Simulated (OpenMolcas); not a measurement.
## V2+: ligand-field states by method

V2+ with its 6 nearest fluoride ions at 2.157 Å, on the Ca site of CsCaF3 (a = 4.526 Å, distance in the model lattice 2.263 Å). The rest of the host is ab initio model potentials to 7.6 Å, with orthogonalisation functions on the cations behind the ligands, and point charges beyond; the distance is set by hand and nothing relaxes. Ligand basis ANO-RCC-VDZP.
```
V     0.0000    0.0000    0.0000
F     2.1570    0.0000    0.0000
F     0.0000    2.1570    0.0000
F    -2.1570    0.0000    0.0000
F     0.0000   -2.1570    0.0000
F     0.0000    0.0000    2.1570
F     0.0000    0.0000   -2.1570
```

```yaml
Program: OpenMolcas
Basis: ANO-RCC-VDZP [5s4p2d1f]
Scalar_Hamiltonian: DKH2, point nucleus
Active_space: 3 electrons in 5 orbitals (3d)
State_averaging: 2S+1 = 4 even, 10 roots; 2S+1 = 2 even, 40 roots
Spin-orbit_coupling: state interaction with AMFI integrals over the reference wave functions
```

I. CASSCF
II. SS-CASPT2, IPEA 0.25 Eh, imaginary shift 0.1 Eh (closed shells correlated: 3s 3p and the ligand valence shells)

Spin-free states (labels of O, the rotations of Oh) in cm-1, each column counted from its own energy of the first state listed:

```
State  Degeneracy      I     II
  4A2           1      0      0
  4T2           3   9215  10190
  4T1           3  15398  15540
   2E           2  16619  13840
  2T1           3  17444  14760
  2T2           3  22737  19050
  2A1           1  23371  20880
  2T2           3  26346  24680
  4T1           3  26796  25000
  2T1           3  27029  25150
   2E           2  28803  25780
  2T1           3  32124  29490
  2T1           3  36348  36160
  2T2           3  36972  35550
  2A2           1  42078  37040
  2T2           3  43068  38200
   2E           2  43365  42300
  2T1           3  47645  44070
   2E           2  63696  56220
  2T2           3  66726  60670
```

From I to II, I's first state of the same spin (4T2) moves from 9215 to 10190 cm-1, by about +980 cm-1.

From I to II, I's first state of another spin (2E) moves from 16619 to 13840 cm-1, by about -2800 cm-1.

I: A least-squares ligand-field fit to the states below 45000 cm-1, each weighted by its degeneracy and with a free common offset, gives 10Dq = 9612 cm-1, B = 938 cm-1 and C = 3528 cm-1 (C/B = 3.76), with an rms deviation of 168 cm-1. The same method and metal basis give the free ion B = 954 cm-1 (fit to its terms below 60000 cm-1, rms deviation 86 cm-1), so the nephelauxetic ratio is β = 938 / 954 = 0.98; it hangs on how both fits weigh the states, and computed free-ion B values tend to be too large, so β mixes covalency with correlation.

χT at 300 K: I 1.85, II 1.85 cm3 K/mol.

Roots that are degenerate in the reference are averaged as groups; the widest CASPT2 spread within a group is 120 cm-1 (the 3-fold group of multiplicity 4 near 25000 cm-1 above the lowest state of its run, II). Shifts and gaps below about the spread of the groups concerned are not significant. Over all roots computed the reference weight is 0.73 to 0.74 in II; a low but even weight reflects the number of correlated electrons. Ligand-to-metal charge-transfer states are missing. With no ligand orbital active B as a rule stays too high, so bands that hang on it stand too high and its fall with covalency is understated. Without dynamic correlation the repulsion within the d shell is too large (B by tens of per cent), so at a given field states of lower spin stand too high (holds for I). With metal d orbitals alone and no dynamic correlation 10Dq can be off by a tenth to a fifth, either way, in oxide and fluoride hosts (holds for I). These CASPT2 states fit no ligand-field parameters well, so their order and spin gaps are uncertain (holds for II). With one d shell and no ligand orbital active, 10Dq can be off by tens of per cent for divalent 3d ions, low with halides held by bare charges and at times high in hosts (holds for II). Free-ion shares, where given, are those of the reference states; single-state CASPT2 does not remix them (holds for II). No measured value stands beside these numbers; the geometry was set by hand and not optimised.
